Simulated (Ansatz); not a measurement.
## Nudged elastic band run: C$_{2}$H$_{9}$ClOSi$_{2}$

The input (input.yaml):

```yaml
crystal:
  periodic: [false, false, false]
  atoms:
    - { symbol: C, position_ang: [-2.466515, 0.339398, 0.210295] }
    - { symbol: Si, position_ang: [-0.674106, 0.831958, 0.42914] }
    - { symbol: Cl, position_ang: [-0.240346, 0.896617, 2.460717] }
    - { symbol: C, position_ang: [0.486023, -0.372052, -0.461534] }
    - { symbol: O, position_ang: [0.084011, -1.686801, -0.075594] }
    - { symbol: Si, position_ang: [2.3635, -0.136789, -0.219704] }
    - { symbol: H, position_ang: [-3.128453, 1.019453, 0.737021] }
    - { symbol: H, position_ang: [-2.633645, -0.663587, 0.587637] }
    - { symbol: H, position_ang: [-2.737482, 0.352182, -0.842717] }
    - { symbol: H, position_ang: [-0.40762, 2.185069, -0.089673] }
    - { symbol: H, position_ang: [0.266017, -0.212797, -1.522544] }
    - { symbol: H, position_ang: [0.495316, -2.330393, -0.636768] }
    - { symbol: H, position_ang: [2.752912, -0.269083, 1.192257] }
    - { symbol: H, position_ang: [2.77264, 1.186727, -0.735094] }
    - { symbol: H, position_ang: [3.045847, -1.190602, -1.00404] }
basis:
  gaussian: { orbitals: "6-31G*" }
hamiltonian:
  xc: hf
neb:
  order_check: false
  images: 2
  f_tol: 0.05
  max_iterations: 60
  climbing: false
  final_atoms:
    - { symbol: C, position_ang: [-2.40815135, 0.42578381, -0.07590686] }
    - { symbol: Si, position_ang: [-0.67499266, 0.96483126, 0.40852556] }
    - { symbol: Cl, position_ang: [-0.57531335, 0.57012307, 2.48352558] }
    - { symbol: C, position_ang: [0.66067374, 0.21339164, -0.56430322] }
    - { symbol: O, position_ang: [0.35455207, -1.75485046, -0.01041199] }
    - { symbol: Si, position_ang: [2.49666698, 0.07132943, -0.5389965] }
    - { symbol: H, position_ang: [-3.15326933, 0.95963984, 0.50520614] }
    - { symbol: H, position_ang: [-2.57004715, -0.63568264, 0.08849541] }
    - { symbol: H, position_ang: [-2.5799022, 0.63379913, -1.12751889] }
    - { symbol: H, position_ang: [-0.49358601, 2.41545288, 0.23291586] }
    - { symbol: H, position_ang: [0.14188131, -1.96402575, 0.89308381] }
    - { symbol: H, position_ang: [-0.2619067, -2.20022728, -0.57853238] }
    - { symbol: H, position_ang: [3.10259918, -0.35713515, 0.74188581] }
    - { symbol: H, position_ang: [2.94386484, 1.44954323, -0.84388313] }
    - { symbol: H, position_ang: [2.99502964, -0.84267302, -1.5846862] }
  initial_path:
    images:
      - { positions_ang: [[-2.466515, 0.339398, 0.210295], [-0.674106, 0.831958, 0.42914], [-0.240346, 0.896617, 2.460717], [0.486023, -0.372052, -0.461534], [0.084011, -1.686801, -0.075594], [2.3635, -0.136789, -0.219704], [-3.128453, 1.019453, 0.737021], [-2.633645, -0.663587, 0.587637], [-2.737482, 0.352182, -0.842717], [-0.40762, 2.185069, -0.089673], [0.266017, -0.212797, -1.522544], [0.495316, -2.330393, -0.636768], [2.752912, -0.269083, 1.192257], [2.77264, 1.186727, -0.735094], [3.045847, -1.190602, -1.00404]] }
      - { positions_ang: [[-2.35861681, 0.45305393, 0.12549073], [-0.59239606, 0.7646612, 0.45939061], [-0.32268723, 0.63885503, 2.48242356], [0.52293016, -0.49007953, -0.47197559], [0.15765915, -1.86000445, -0.13459967], [2.28485071, -0.00707176, -0.26430542], [-2.99310064, 1.20339686, 0.6583683], [-2.66579868, -0.50295708, 0.41921728], [-2.59641422, 0.59518419, -0.91714575], [-0.21899297, 2.14239406, 0.07943807], [-0.26494693, -0.82895489, -1.05509097], [0.71632118, -2.44022447, -0.63479608], [2.69770975, -0.06362773, 1.13420122], [2.51999055, 1.3367763, -0.8078711], [3.09159105, -0.99210166, -1.04334619]] }
      - { positions_ang: [[-2.33916226, 0.4818492, 0.03009011], [-0.59269161, 0.80895229, 0.45251913], [-0.43434302, 0.53002372, 2.49002642], [0.58114707, -0.29493165, -0.50623199], [0.2478395, -1.8826876, -0.11287233], [2.3292397, 0.06230105, -0.37073626], [-3.00137275, 1.18345914, 0.58109668], [-2.64459939, -0.49365562, 0.25283675], [-2.54388762, 0.68905656, -1.01207971], [-0.24764831, 2.21918869, 0.18696769], [-0.30632549, -1.41269781, -0.2498817], [0.46391361, -2.3968359, -0.6153842], [2.81427215, -0.09297845, 0.98407749], [2.57706549, 1.42438171, -0.84413415], [3.07465192, -0.87612534, -1.23689492]] }
      - { positions_ang: [[-2.40815135, 0.42578381, -0.07590686], [-0.67499266, 0.96483126, 0.40852556], [-0.57531335, 0.57012307, 2.48352558], [0.66067374, 0.21339164, -0.56430322], [0.35455207, -1.75485046, -0.01041199], [2.49666698, 0.07132943, -0.5389965], [-3.15326933, 0.95963984, 0.50520614], [-2.57004715, -0.63568264, 0.08849541], [-2.5799022, 0.63379913, -1.12751889], [-0.49358601, 2.41545288, 0.23291586], [0.14188131, -1.96402575, 0.89308381], [-0.2619067, -2.20022728, -0.57853238], [3.10259918, -0.35713515, 0.74188581], [2.94386484, 1.44954323, -0.84388313], [2.99502964, -0.84267302, -1.5846862]] }
```

Launched with:

```bash
$ ansatz run input.yaml --threads 2 --pin off --max-ram 3072MiB --backend cpu --events-out ev --progress --plain --runs-dir out
```

Output, in part (warnings, iteration lines, the closing report on the highest movable image, with atoms numbered from 0):

```
NEB end point (image 0): max|allowed force component| = 1.018e-2 eV/Å (the criterion of neb.relax_end_points is 1.000e-2)
NEB end point (image 3): max|allowed force component| = 1.044e-2 eV/Å (the criterion of neb.relax_end_points is 1.000e-2)
NEB iter   1: max|band force component| = 2.350e1 eV/Å  barrier→ = 8.8552 eV  barrier← = 5.9282 eV  Δτ_max = 0.1987 Å  (148 SCF iters)
NEB iter   2: max|band force component| = 4.823e0 eV/Å  barrier→ = 4.3538 eV  barrier← = 1.4268 eV  Δτ_max = 0.1967 Å  (69 SCF iters)
NEB iter   3: max|band force component| = 2.254e0 eV/Å  barrier→ = 3.6286 eV  barrier← = 0.7016 eV  Δτ_max = 0.1973 Å  (71 SCF iters)
NEB iter   4: max|band force component| = 6.988e-1 eV/Å  barrier→ = 3.2709 eV  barrier← = 0.3439 eV  Δτ_max = 0.1980 Å  (72 SCF iters)
NEB iter   5: max|band force component| = 3.940e-1 eV/Å  barrier→ = 3.1091 eV  barrier← = 0.1821 eV  Δτ_max = 0.1325 Å  (73 SCF iters)
NEB iter   6: max|band force component| = 5.202e-1 eV/Å  barrier→ = 3.0710 eV  barrier← = 0.1440 eV  Δτ_max = 0.0666 Å  (71 SCF iters)
NEB iter   7: max|band force component| = 5.093e-1 eV/Å  barrier→ = 3.0592 eV  barrier← = 0.1322 eV  Δτ_max = 0.0662 Å  (73 SCF iters)
NEB iter   8: max|band force component| = 2.955e-1 eV/Å  barrier→ = 3.0485 eV  barrier← = 0.1215 eV  Δτ_max = 0.0660 Å  (73 SCF iters)
NEB iter   9: max|band force component| = 1.909e-1 eV/Å  barrier→ = 3.0369 eV  barrier← = 0.1099 eV  Δτ_max = 0.0416 Å  (72 SCF iters)
NEB iter  10: max|band force component| = 9.592e-2 eV/Å  barrier→ = 3.0330 eV  barrier← = 0.1060 eV  Δτ_max = 0.0406 Å  (77 SCF iters)
NEB iter  11: max|band force component| = 7.143e-2 eV/Å  barrier→ = 3.0352 eV  barrier← = 0.1082 eV  Δτ_max = 0.0092 Å  (78 SCF iters)
NEB iter  12: max|band force component| = 3.332e-2 eV/Å  barrier→ = 3.0422 eV  barrier← = 0.1152 eV  Δτ_max = 0.0000 Å  (141 SCF iters)
Total energy: -32465.33057711 eV, -1193.0788929174 hartree
Atom 0 at    -2.401529     0.422092     0.066661 Å, force    -0.118297     0.025893     0.106013 eV/Å
Atom 1 at    -0.662065     0.899775     0.564866 Å, force    -0.097765    -0.403347     0.360403 eV/Å
Atom 2 at    -0.511512     0.857470     2.622987 Å, force     0.048245     0.071156     0.236172 eV/Å
Atom 3 at     0.447994    -0.365380    -0.334797 Å, force    -0.841154    -2.125044     0.656101 eV/Å
Atom 4 at     0.546538    -1.850141     0.047628 Å, force     1.084152    -0.255393     1.138891 eV/Å
Atom 5 at     2.383746    -0.055685    -0.381541 Å, force    -0.445947    -0.178053    -0.341699 eV/Å
Atom 6 at    -3.146477     1.073980     0.503145 Å, force    -0.127831     0.038861     0.028668 eV/Å
Atom 7 at    -2.598839    -0.591729     0.404723 Å, force    -0.099768    -0.008032     0.000623 eV/Å
Atom 8 at    -2.520206     0.442489    -1.015364 Å, force     0.019482     0.059418     0.075109 eV/Å
Atom 9 at    -0.383709     2.302527     0.148348 Å, force     0.246577    -0.490083    -0.047041 eV/Å
Atom 10 at    -0.441727    -0.905102    -0.773453 Å, force     0.745240     3.831734    -2.841540 eV/Å
Atom 11 at     0.473291    -2.207341    -0.841881 Å, force     0.520878    -0.496068     1.200287 eV/Å
Atom 12 at     2.865496    -0.392132     0.984018 Å, force    -0.432987     0.054408    -0.234189 eV/Å
Atom 13 at     2.909001     1.311443    -0.650027 Å, force    -0.486295    -0.099520    -0.143822 eV/Å
Atom 14 at     3.018098    -0.992965    -1.315913 Å, force    -0.014530    -0.025929    -0.193975 eV/Å
Dipole moment:    -0.228348     0.061769    -0.775100 e Å
```

It converged. Neighbouring images differ by up to 3.0 eV, so the band resolves the path poorly. No image climbed, so the highest image needn't sit at the top of the path. So few images can step over the top or miss a turn of the path. The orbitals stay closed-shell, which can raise the energy where a bond breaks towards radicals; this wasn't checked here.

Final band (atoms are numbered from 1 in the order of the input):

```csv
image,path coordinate (Å),energy (eV),C4–O5 (Å),C4–H11 (Å),O5–H11 (Å)
0,0.00,0.00,1.43,1.10,2.07
1,1.60,3.04,1.54,1.13,1.59
2,3.19,3.03,2.06,2.57,0.95
3,4.79,2.93,2.07,2.67,0.95
```

Time of the run: 60 s on 2 threads of AMD EPYC 7R13 Processor (Zen 3), on a shared host, peak memory 0.34 GiB.
